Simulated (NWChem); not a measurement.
System: CH₃ClSi, singlet; SMILES [Si](Cl)C

```xyz
6

Si     0.7840    -0.5323     0.0031
Cl    -0.2146     1.3237    -0.0026
C     -0.7431    -1.6598     0.0035
H     -0.4623    -2.7246     0.0127
H     -1.3666    -1.4623    -0.8864
H     -1.3769    -1.4487     0.8831
```
Atoms are numbered in this order, from 1.

Program: NWChem. Geometry optimised at PBE0/def2-SVP; all other runs use it. Low-valent species are run as closed-shell singlets; no triplet was tried in these runs.

```json
[
 {"quantity": "vertical, lowest excitation, singlet (eV)", "level": "PBE0/def2-SVPD, TDA", "value": "3.07"},
 {"quantity": "dipole in solution (D) in n-hexane", "level": "PBE0/def2-SVP, SMD", "value": "[?]"},
 {"quantity": "−ε(HOMO) (eV)", "level": "PBE/def2-SVP", "value": "[?]"},
 {"quantity": "isotropic polarisability (bohr³), static", "level": "PBE0/def2-SVPD", "value": "[?]"},
 {"quantity": "dipole (D)", "level": "PBE0/def2-SVP", "value": "1.77"},
 {"quantity": "highest harmonic frequency (cm⁻¹)", "level": "PBE0/def2-SVP", "value": "3160"}
]
```

Question: Fill in the missing entries.

Answer: 
- dipole in solution (D) in n-hexane, value: 2.02
- −ε(HOMO) (eV), value: 5.51
- isotropic polarisability (bohr³), static, value: 58.7
